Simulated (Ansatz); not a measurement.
System: sum formula Si$_{2}$N$_{2}$H$_{7}$ (charge 0, doublet). It need not be the lowest isomer of its formula. 
Coordinates optimised at B3LYP-D3(BJ)/def2-TZVP (Ansatz, an electronic-structure program):
```
N
H 1 1.0117
Si 1 1.7173 2 115.16
Si 1 1.7329 2 115.68 3 171.08
N 3 1.7505 1 112.96 2 84.00
H 5 1.0240 3 113.27 1 178.31
H 4 1.4792 1 106.88 2 178.72
H 4 1.4831 7 109.81 1 120.34
H 4 1.4832 7 109.25 8 117.63
H 3 1.4834 1 108.07 2 -156.03
H 3 1.4863 10 111.42 1 -119.34
```
Charge 0, spin multiplicity 2.

Wanted: atomisation energy (electronic, to ground-state atoms), in kJ/mol. Correlated levels leave the core frozen unless marked. Open shells are spin-unrestricted. Spin-orbit coupling is left out. No relativistic terms. The coupled-cluster limit lacks core correlation, which all-electron functionals hold. Basis-set limits of correlation are two-point, X^-3; Hartree-Fock from the larger set.

```json
[
 {"level": "HF/aug-cc-pV(T+d)Z", "program": "Ansatz", "atomisation energy (kJ/mol)": "2460.5", "minus last row": "-982.8"},
 {"level": "B3LYP-D3(BJ)/def2-TZVPD", "program": "Ansatz + dftd3", "atomisation energy (kJ/mol)": "3466.2", "minus last row": "22.9"},
 {"level": "BHLYP-D4/def2-TZVPD", "program": "Ansatz + dftd4", "atomisation energy (kJ/mol)": "3389.2", "minus last row": "-54.1"},
 {"level": "B2GP-PLYP/def2-TZVPD", "program": "Ansatz", "atomisation energy (kJ/mol)": "3373.6", "minus last row": "-69.7"},
 {"level": "RPA@PBE/cc-pV(Q+d)Z", "program": "Ansatz", "atomisation energy (kJ/mol)": "3294.7", "minus last row": "-148.6"},
 {"level": "MP2/cc-pV(D+d)Z", "program": "Ansatz", "atomisation energy (kJ/mol)": "3072.6", "minus last row": "-370.7"},
 {"level": "MP2/CBS(cc-pV(T+d)Z,cc-pV(Q+d)Z)", "program": "Ansatz", "atomisation energy (kJ/mol)": "3436.7", "minus last row": "-6.6"},
 {"level": "RI-MP2/CBS(cc-pV(T+d)Z,cc-pV(Q+d)Z)", "program": "Ansatz", "atomisation energy (kJ/mol)": "3436.1", "minus last row": "-7.2"},
 {"level": "CCSD/aug-cc-pV(T+d)Z", "program": "Ansatz", "atomisation energy (kJ/mol)": "3309.9", "minus last row": "-133.4"},
 {"level": "CCSD(T)/CBS(cc-pV(T+d)Z,cc-pV(Q+d)Z)", "program": "Ansatz", "atomisation energy (kJ/mol)": "3443.3", "minus last row": "0.0"}
]
```
